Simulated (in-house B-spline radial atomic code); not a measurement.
# RPA and G0W0 on BHandHLYP: Cl2+

Configuration [Ne] 3s2 3p3, highest spin, mean-field start BHandHLYP. Computed with an all-electron radial atomic-structure program (B-spline basis): all electrons, non-relativistic, point nucleus, each spin shell either full or empty, empty states to l = 9 with an (l + 1/2)⁻⁴ tail; G0W0 by contour deformation at full frequency.

Command:
```bash
python run_gw.py task.json out
```
Settings (radii: box in bohr, nucleus in fm):
```
Z                        17
electrons                15
configuration            [Ne] 3s2 3p3
hamiltonian              nr
method                   bhandhlyp
lmax                     9
spin_polarised           True
box_radius               17.55
intervals                49
```

Cost of the run: 1.7 s on 1 thread of Intel(R) Xeon(R) Platinum 8488C (Sapphire Rapids) (shared host).

Energies (hartree):

| term | value |
| --- | --- |
| mean-field total | -458.82266 |
| Hartree-Fock functional on these orbitals | -458.22428 |
| direct second order | -0.94183 |
| second-order exchange | 0.34375 |
| SOSEX correction | 0.31524 |

What is the RPA correlation energy, and what remains with SOSEX?

RPA gives -0.8378 hartree (-1.52 eV per electron); RPA + SOSEX gives -0.52256, and the second-order doubles -0.59808 hartree (no singles). RPA lacks exchange-type terms and so overcorrelates at short range.

Quasi-particle levels (eV):

```
  level  occupied  mean field  Σx - vxc     Σc  QP weight     G0W0
  3p up       yes      -36.47     -3.12      ?          ?        ?
3s down       yes      -45.31     -1.14  -2.07      0.945   -48.52
2p down       yes     -233.02    -12.72   6.47      0.886  -239.27
3p down        no     -26.285      4.86  -2.60      0.947  -24.021
```

G0W0 = mean field + (Σx - vxc) + Σc, with Σc (partial-wave tail included) taken at the quasi-particle energy. Only the outer levels were computed. Levels of low weight are left out.

Where does G0W0 put 3p up?

At -39.82 eV, with Σc = -0.23 eV and a quasi-particle weight of 0.945. The tabulated removal energy is 39.8 ± 0.11 eV (NIST, semi-empirical); the calculation leaves out relativity, Breit and QED terms, and what these don't explain is the method's own error.
